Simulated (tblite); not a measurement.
C6H3Cl2O2 (doublet state).
Structure used (GFN2-xTB), in Å, numbered top down from 1:
```
atom  x, y, z in Å
C1     2.724   -0.192    0.356
C2     1.670   -0.448   -0.151
C3     0.381   -0.740   -0.747
C4    -0.706   -0.043   -0.030
C5    -0.856    1.607   -0.561
O6    -0.129    2.259    0.115
O7    -1.633    1.589   -1.463
C8    -1.523   -0.402    0.933
Cl9   -2.723    0.610    1.618
Cl10  -1.446   -1.998    1.624
H11    3.654    0.022    0.791
H12    0.391   -0.443   -1.802
H13    0.192   -1.820   -0.701
```

Structure optimised with GFN2-xTB, isolated species. This method treats the open shell by occupation alone, without spin polarisation.

Take the most abundant isotopes and a rigid rotor. The values belong to one conformer with, in the numbering `[CH:1]#[C:2][CH2:3][C:4]([C:5]([O:6])=[O:7])=[C:8]([Cl:9])[Cl:10]`, C2–C3–C4–C5 82°, C3–C4–C5–O6 -89°.

**Question.** Give the principal moments of inertia and the rotational constants in cm⁻¹.

**Answer.** Ia = 458.58, Ib = 574.89, Ic = 869.89 u·Å²; 505379 MHz·u·Å²/I gives 1102, 879.1 and 581.0 MHz, that is A = 0.03676, B = 0.02932, C = 0.01938 cm⁻¹.

**Question.** Classify the top.

**Answer.** An asymmetric top: κ = (2 × 879.1 − 1102 − 581.0)/(1102 − 581.0) = 0.14.

**Question.** Is it planar, by Δ = Ic − Ia − Ib?

**Answer.** Not planar: Δ = Ic − Ia − Ib = -163.58 u·Å². For a rigid frame Δ = −2 Σ m c², so Σ m c² = 81.79 u·Å² lies off the ab plane: 8.21 from hydrogen and 73.58 from heavier atoms. The atom farthest from that plane is 1.74 Å away.

**Question.** Estimate the classical rotational partition function at 10 K, 100 K and 298.15 K.

**Answer.** Point group C1, symmetry number σ = 1; q = (√π/σ)·√((kT/h)³/(ABC)), k/h = 20836.6 MHz/K: 7110 at 10 K, 225000 at 100 K, 1160000 at 298.15 K.

For this open shell read J as N, the rotation without spin; fine and hyperfine splittings come on top. Its GFN2-xTB frequencies are all real (lowest 19 cm⁻¹). These are rigid-rotor constants of the computed structure; measured ground-state constants (B0) also hold zero-point vibration.

Hardware: an Arm Neoverse V2 with one thread, on a shared host. Cost: 0.98 s. These figures are those of the optimisation.
